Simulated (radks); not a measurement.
Values are calculated unless marked as measured or tabulated.
Valence configurations of Br (all share [Ar]). Code: a radial shooting solver on a logarithmic mesh with Libxc functionals. Model: Dirac Kohn-Sham, LDA (Slater exchange, Perdew-Wang correlation), spin-unpolarised, spherical densities, finite nucleus; open shells fill j = l - 1/2 first; Fermi nuclear charge, rms radius 4.1629 fm. Energies are relative to 3d10 4s2 4p5; eigenvalues in eV.

\begin{tabular}{lrrrrrr}
valence & E (eV) & e(3d3/2) & e(3d5/2) & e(4p1/2) & e(4p3/2) & e(4s1/2) \\ \hline
3d10 4s2 4p5 & 0.000 & -67.564 & -66.477 & -8.322 & -7.813 & -20.281 \\
3d10 4s1.5 4p5.5 & 6.262 & -68.361 & -67.273 & -8.642 & -8.121 & -20.702 \\
3d10 4s1 4p6 & 12.580 & -69.140 & -68.052 & -8.952 & -8.420 & -21.109 \\
3d9.5 4s2 4p5.5 & 30.695 & -73.711 & -72.596 & -9.013 & -8.459 & -21.411 \\
3d9.5 4s1.5 4p6 & 37.197 & -74.482 & -73.366 & -9.323 & -8.758 & -21.814 \\
3d9 4s2 4p6 & 64.158 & -79.988 & -78.844 & -9.705 & -9.106 & -22.523 \\
\end{tabular}

NIST lists [Ar] 3d10 4s2 4p5 as the ground configuration; this level of theory agrees among the configurations tried. The energies are those of spherical spin-averaged densities, not of single terms.
